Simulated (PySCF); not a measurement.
C₃H₇NSi, SMILES C(N[SiH3])C#C.

Geometry optimised at PBE0-D3(BJ)/def2-SVP. Other conformers were not sampled.

Two levels are set side by side: TDA-PBE/def2-SVPD (PySCF) and TDA-CAM-B3LYP/def2-SVPD (PySCF). Vertical, same geometry. The lowest singlet is HOMO→LUMO 97 % with PBE and HOMO→LUMO 88 % with the other functional; states are paired by order. Differences are taken from unrounded values.

```
quantity                               TDA-CAM-B3LYP
-------------------------------------  -------------
lowest singlet excitation (eV)                  6.16
lowest triplet excitation (TDA) (eV)            5.29
first bright state (f over 0.05) (eV)           7.72
its oscillator strength                         0.07
```

Problem. What does TDA-PBE give, and how far is it from TDA-CAM-B3LYP? (The exact figures need the calculation; the answer reports its results.)

Solution. 
```json
[
 {"quantity": "lowest singlet excitation (eV)", "TDA-PBE": "5.25", "TDA-PBE minus TDA-CAM-B3LYP": "-0.91"},
 {"quantity": "lowest triplet excitation (TDA) (eV)", "TDA-PBE": "4.89", "TDA-PBE minus TDA-CAM-B3LYP": "-0.39"},
 {"quantity": "first bright state (f over 0.05) (eV)", "TDA-PBE": "6.39", "TDA-PBE minus TDA-CAM-B3LYP": "-1.33"},
 {"quantity": "its oscillator strength", "TDA-PBE": "0.06", "TDA-PBE minus TDA-CAM-B3LYP": "-0.02"}
]
```

A lower first singlet is the usual sign of a functional without exact exchange. Differences between two approximate levels are no errors against the true value.

Rough cost on one machine, each run with all the roots and properties that it gave: TDA-CAM-B3LYP against TDA-PBE about 3 times.
